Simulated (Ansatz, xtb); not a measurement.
The molecule TiSn, multiplicity 5 (lowest of 2S+1 = 1, 3, 5, 7 at PBE0/def2-TZVPP; our sources give no spin for the ground state, which may be another). No spin–orbit coupling. Ti is treated without relativity.

Seven points along R, fitted to fifth degree in 1/R; most abundant isotopes. Runs in def2 and cc sets follow the lowest solution found near the PBE0 minimum.

Run with Ansatz (Gaussian orbitals); xtb for the GFN methods. Values without a source in brackets are computed. In def2 rows elements past Kr take small-core potentials, without spin–orbit coupling. The GFN methods have no spin term and hold the electronic entropy of 300 K.

| level | r_e (Å) | ω_e (cm⁻¹) | ω_e x_e (cm⁻¹) | B_e (cm⁻¹) | dipole (D) |
|---|---|---|---|---|---|
| GFN1-xTB | 2.561 | 327 | 0.93 | 0.0751 | - |
| GFN2-xTB | 2.599 | 289 | 2.2 | 0.0729 | - |
| SVWN5/def2-TZVPP | 2.642 | 246 | 0.65 | 0.0705 | 2.32 |
| PBE/def2-TZVPP | 2.697 | 231 | 0.65 | 0.0677 | 2.53 |
| r2SCAN/def2-TZVPP | 2.682 | 236 | 0.74 | 0.0684 | 3.32 |
| B97M-V/def2-TZVPP | 2.722 | 224 | 0.68 | 0.0664 | 2.84 |
| B3LYP/def2-TZVPP | 2.704 | 226 | 0.74 | 0.0673 | 2.98 |
| PBE0/def2-TZVPP | 2.678 | 236 | 0.73 | 0.0686 | 3.44 |
| BHLYP/def2-TZVPP | 2.748 | 202 | 0.93 | 0.0652 | 3.57 |
| CAM-B3LYP/def2-TZVPP | 2.670 | 235 | 0.92 | 0.0690 | 3.59 |
| wB97X-V/def2-TZVPP | 2.659 | 240 | 1.1 | 0.0696 | 4.17 |
| wB97M-V/def2-TZVPP | 2.667 | 231 | 1.2 | 0.0692 | 3.53 |
| B2PLYP/def2-TZVPP | 2.665 | 232 | 1.1 | 0.0693 | - |

Correlated levels freeze the inner cores; with def2 sets outer-core shells near the valence are correlated too.

Doubts at one or more of the structures used: a spin-contaminated determinant (B2PLYP/def2-TZVPP).

Ansatz is a quantum-chemistry and plane-wave program.
